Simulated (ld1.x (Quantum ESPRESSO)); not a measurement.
**Reading a pseudo-wave (Pr)**

Columns: radius, all-electron u(r) and pseudo u(r) of the 4f shell (level -4.00 eV) of praseodymium in the configuration [Xe] 4f3 5d0 6s1.5 6p0; PBE, scalar-relativistic, TM semilocal scheme, ld1.x (Quantum ESPRESSO) 7.5.

```
r (bohr)  all-electron  pseudo
   0.158        0.1425  0.0438
   0.315        0.5280  0.4004
   0.473        0.8093  0.8422
   0.630        0.9166  0.9571
   0.788        0.9105  0.9144
   0.945        0.8517  0.8517
   1.102        0.7749  0.7749
   1.260        0.6958  0.6958
   1.418        0.6209  0.6209
   1.575        0.5527  0.5527
   1.732        0.4913  0.4913
   1.890        0.4364  0.4364
   2.047        0.3883  0.3883
   2.205        0.3457  0.3457
   2.362        0.3087  0.3087
   2.520        0.2761  0.2761
   2.678        0.2476  0.2476
   2.835        0.2228  0.2228
   2.992        0.2010  0.2010
   3.150        0.1818  0.1818
   3.308        0.1648  0.1648
   3.465        0.1500  0.1500
   3.622        0.1367  0.1367
   3.780        0.1249  0.1249
   3.938        0.1142  0.1142
   4.095        0.1047  0.1047
```

Task: How many radial nodes do the two functions have?

Result: The all-electron 4f function has n − l − 1 = 0; the pseudo-wave has 0.

Task: At about which radius was the pseudo-wave matched?

Result: 0.95 bohr, where the columns begin to agree (steps of 0.16 bohr).

Task: Is the pseudo-wave norm-conserving?

Result: Yes: the TM semilocal scheme keeps the norm inside the radius equal to the all-electron one, which fixes the energy derivative of the logarithmic derivative at the level.
